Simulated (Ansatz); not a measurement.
Stepwise reaction of `[OH][Ti]([OH])([F])[F]` with ammonia, as a gas-phase model of exchange steps in deposition or etching. ΔE in kJ/mol; ΔG adds harmonic PBE0-D4 terms to CCSD(T)/CBS, at 1 bar.

Computed with Ansatz on PBE0-D4/def2-TZVP structures; ΔE is electronic, products minus reactants. CCSD(T)/CBS is the MP2 limit (def2-TZVPP, def2-QZVPP) plus CCSD(T) − MP2 in def2-TZVPP, frozen cores. This one scheme is used for every species. Functionals use def2-TZVPP. B3LYP here is the variant with VWN-RPA as its local correlation; programs differ in this. For Ti outer-core shells are correlated without core-valence functions, which leaves a few kJ/mol of doubt a bond. Scalar relativity is left out up to krypton. Each species was taken in one conformer, which may not be the lowest.

| step | reaction | PBE-D4 | B3LYP-D4 | ωB97M-V | CCSD(T)/CBS | ΔG(500 K) |
| --- | --- | --- | --- | --- | --- | --- |
| 2 | `[NH2][Ti]([OH])([F])[F]` + NH₃ → `[NH2][Ti]([NH2])([F])[F]` + H₂O | 57.2 | 58.6 | 59.0 | 52.5 | 54.2 |

**Question.** Give the row of step 1, `[OH][Ti]([OH])([F])[F]` + NH₃ → `[NH2][Ti]([OH])([F])[F]` + H₂O. (Best estimate.)

**Answer.** Computed: 
```tsv
step	reaction	PBE-D4	B3LYP-D4	ωB97M-V	CCSD(T)/CBS	ΔG(500 K)
1	`[OH][Ti]([OH])([F])[F]` + NH₃ → `[NH2][Ti]([OH])([F])[F]` + H₂O	55.7	55.3	55.8	49.5	43.1
```

**Question.** By hand: ΔE of the 2 steps together at CCSD(T)/CBS.

**Answer.** (49.5) + (52.5) = 102.0 kJ/mol, or 51.0 kJ/mol a step.

In ΔE the steps differ by no more than 3.0 kJ/mol. All are uphill at CCSD(T)/CBS. ΔG lies between 43.1 and 54.2 kJ/mol a step. PBE-D4 differs from CCSD(T)/CBS by 4.7 to 6.2 kJ/mol a step. Isolated molecules leave out the surface, adducts and barriers. Largest T1 diagnostic: 0.024.
